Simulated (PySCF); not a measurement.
boron atom (B), doublet. Base run: TPSS/def2-SVP (PySCF).

Input for PySCF:
```python
from pyscf import gto, scf, dft

mol = gto.Mole()
mol.atom = '''
    B     0.000000    0.000000    0.000000
'''
mol.basis = 'def2-svp'
mol.charge = 0
mol.spin = 1
mol.verbose = 5
mol.build()

mf = dft.UKS(mol)
mf.xc = 'tpss'
mf.kernel()
```

The base run was repeated with changes; each row names its change, and settings that it needs were set with it.

| change | ΔE vs base (µEh) | grid points | electrons on the grid | outcome |
|---|---|---|---|---|
| base | 0.0 | 14048 | 5.00000 | converged |
| grids.becke_scheme = stratmann | 0.0 | 14048 | 5.00000 | converged |
| grids.prune = dft.gen_grid.sg1_prune | 2.9 | 6376 | 5.00000 | converged |
| grids.atom_grid = (50, 194) | 3.2 | 6512 | 5.00000 | converged |
| grids.atom_grid = (75, 302) | 0.0 | 14048 | 5.00000 | converged |
| grids.radi_method = gauss_chebyshev | 0.4 | 13328 | 5.00000 | converged |
| grids.atom_grid = (30, 110) | - | - | - | not converged |
| grids.level = 2 | 2.5 | 11208 | 5.00000 | converged |
| grids.level = 1 | 6.8 | 5184 | 5.00000 | converged |
| grids.prune = off | 0.0 | 22656 | 5.00000 | converged |
| grids.level = 0 | - | - | - | not converged |

Open shells are given as the SCF converged; they aren't shown to be the lowest states, and a large step between rows can be another state.
